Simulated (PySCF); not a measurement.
Ga(H)(Vi)(OEt), SMILES [GaH]([CH]=C)[O]CC (C4H9GaO) (GFN2-xTB optimised geometry):

```
15

Ga    -0.821    -1.723     0.000
H     -1.735    -2.983    -0.001
C      1.208    -1.723     0.000
C      1.914    -0.602    -0.002
H      1.717    -2.682     0.001
H      2.996    -0.584    -0.003
H      1.427     0.367    -0.004
O     -1.874    -0.372     0.000
C     -2.352     0.951     0.008
C     -1.225     1.976     0.046
H     -2.959     1.106    -0.892
H     -2.996     1.081     0.887
H     -0.593     1.859    -0.833
H     -1.634     2.983     0.060
H     -0.621     1.823     0.940
```

Level of theory: CAM-B3LYP/def2-TZVP in PySCF.

### Question
What are the frontier orbital energies and the dipole moment?

### Answer
HOMO-2 -9.61 eV, HOMO-1 -9.14 eV, HOMO -8.58 eV, LUMO -0.18 eV, LUMO+1 1.59 eV; dipole moment 1.31 D.

On the same geometry PBE/def2-TZVP run with PySCF gives HOMO-2 -7.05 eV, HOMO-1 -6.37 eV, HOMO -5.83 eV, LUMO -2.00 eV, LUMO+1 -0.26 eV; dipole moment 1.28 D.

Meta-Löwdin charges at CAM-B3LYP/def2-TZVP: Ga1 0.61, H2 -0.09, C3 -0.31, C4 -0.21, H5 0.12, H6 0.12, H7 0.11, O8 -0.58, C9 0.05, C10 -0.34, H11 0.10, H12 0.10, H13 0.11, H14 0.11, H15 0.11.
